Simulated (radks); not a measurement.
Valence configurations of the xenon ion Xe3+ (all share [Kr]). All-electron calculation, non-relativistic Kohn-Sham, PBE, spin-polarised, spherical densities, point nucleus; open shells are filled with parallel spins first (spin-orbit coupling, left out, can overturn this in heavy ions); relativity is left out, which matters for an element this heavy. Program: a radial shooting solver on a logarithmic mesh with Libxc functionals. Energies are relative to 4d10 5s2 5p3; eigenvalues in eV for spin up.

| valence | E (eV) | moment (Bohr magnetons) | e(4d) | e(5p) | e(5s) |
|---|---|---|---|---|---|
| 4d10 5s2 5p3 | 0.000 | 3 | -95.430 | -37.865 | -49.136 |
| 4d10 5s1 5p4 | 11.345 | 3 | -96.510 | -38.370 | -49.749 |
| 4d10 5p5 | 24.594 | 1 | -97.482 | -38.167 | - |
| 4d9.5 5s1.5 5p4 | 36.340 | 3 | -100.07 | -38.989 | -50.593 |
| 4d9 5s2 5p4 | 62.283 | 3 | -103.65 | -39.595 | -51.423 |
| 4d9 5p6 | 87.046 | 1 | -105.54 | -39.787 | - |
| 4d8.5 5s0.5 5p6 | 113.83 | 2 | -109.17 | -40.760 | -52.976 |
| 4d8 5s2 5p5 | 129.25 | 3 | -111.83 | -41.248 | -53.612 |
| 4d8 5s1 5p6 | 141.49 | 3 | -112.82 | -41.709 | -54.169 |
| 4d7 5s2 5p6 | 200.94 | 3 | -119.99 | -42.845 | -55.722 |

NIST lists [Kr] 4d10 5s2 5p3 as the ground configuration; this level of theory agrees among the configurations tried. The energies are those of spherical high-spin densities, not of single terms. Relativity is left out, which favours d and f over s occupation in heavy atoms.
